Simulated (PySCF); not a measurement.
B(H)(Me)(NHMe) (C2H8BN), SMILES CBNC. Heavy atoms are numbered as in [BH:1]([CH3:3])[NH:7][CH3:8]. Hydrogens are named by the atom that carries them.

Geometry optimised at B3LYP-D3(BJ)/def2-SVP. A frequency run showed that this geometry is not a minimum. The structure was generated by enumeration, and PubChem lists no compound with its InChIKey, so it may never have been made. One conformer was computed; it need not be the lowest.

All values below come from PBE/pcSseg-1 run with PySCF.

GIAO shieldings, no solvent; atoms alike by connectivity are averaged. δ = σ(ref) − σ: ¹¹B against BF3 (σ = 83.9 ppm); ¹H against TMS (σ = 31.49 ppm); ¹³C against TMS (σ = 182.0 ppm); ¹⁵N against NH3 (σ = 267.0 ppm), references at their B3LYP-D3(BJ)/def2-TZVP geometries, non-relativistic.

```
atoms     nucleus  count  δ (ppm)
--------  -------  -----  -------
B1 (BH)       ¹¹B      1        …
H on B1        ¹H      1        …
H on N7        ¹H      1     4.60
H on C8        ¹H      3     3.13
H on C3        ¹H      3     0.65
C8 (CH3)      ¹³C      1     34.9
C3 (CH3)      ¹³C      1        …
N7 (NH)       ¹⁵N      1        …
```

Task: What belongs in the gaps? (Estimate from the structure and the level; the computed values follow.)

Result: 
- N7 (NH), δ (ppm): 138.9
- B1 (BH), δ (ppm): 28.4
- H on B1, δ (ppm): 5.28
- C3 (CH3), δ (ppm): 1.4
